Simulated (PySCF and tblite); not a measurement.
Values are calculated unless marked as measured or tabulated.
C8H12, numbered as in [CH:1]#[C:2][CH:3]1[CH2:4][CH2:5][CH2:6][CH2:7][CH2:8]1.

The ensemble was built from 90 distance-geometry starts (ETKDG and KDG, MMFF94s, GFN2-xTB) and rests on GFN2-xTB geometries. Energies: PBE0-D3(BJ)/pcSseg-1 (IEF-PCM, chloroform), with GFN2-xTB thermal terms (modes under about 100 cm⁻¹ blended into free rotors). Symmetry numbers and mirror images are counted. Conformers within 2.5 kcal/mol (GFN2-xTB free energy) were kept, 5 at most. GIAO shieldings: PBE0/pcSseg-1 (IEF-PCM, chloroform). Shifts are against TMS (¹H), TMS (¹³C) at the same level; of two unlike H on one atom, a is the less shielded. Programs: PySCF with density fitting and tblite.

Question: What shifts does this protocol give at 298.15 K under fast conformational exchange?

Answer: ¹H: 2.47 (H3, 1H), 1.84 (H4a/H8a, 2H), 1.84 (H5a/H7a, 2H), 1.74 (H1, 1H), 1.50 (H4b/H8b, 2H), 1.50 (H6a, 1H), 1.39 (H6b, 1H), 1.36 (H5b/H7b, 2H) ppm. ¹³C: 96.1 (C2), 75.8 (C1), 36.8 (C4/C8), 30.7 (C3), 30.4 (C6), 28.9 (C5/C7) ppm.

Question: How do the conformers differ?

Answer: The 6-ring runs over atoms 3–4–5–6–7–8.
```csv
conformer,shape,weight %
1,6-ring chair (all substituents equatorial),63.1
2,6-ring chair (C2 axial),36.9
```

| signal | 1 | 2 | average |
| --- | --- | --- | --- |
| H1 | 1.69 | 1.81 | 1.74 |
| H3 | 2.19 | 2.94 | 2.47 |
| H4a/H8a | 2.05 | 1.49 | 1.84 |
| H4b/H8b | 1.31 | 1.83 | 1.50 |
| H5a/H7a | 1.80 | 1.92 | 1.84 |
| H5b/H7b | 1.24 | 1.57 | 1.36 |
| H6a | 1.70 | 1.15 | 1.50 |
| H6b | 1.17 | 1.76 | 1.39 |
| C1 | 74.5 | 77.9 | 75.8 |
| C2 | 96.6 | 95.1 | 96.1 |
| C3 | 31.4 | 29.5 | 30.7 |
| C4/C8 | 37.9 | 35.1 | 36.8 |
| C5/C7 | 30.4 | 26.3 | 28.9 |
| C6 | 30.2 | 30.8 | 30.4 |

Shifts are unscaled: against experiment ¹³C can be off by 15 ppm or more and ¹H by 0.8 ppm.
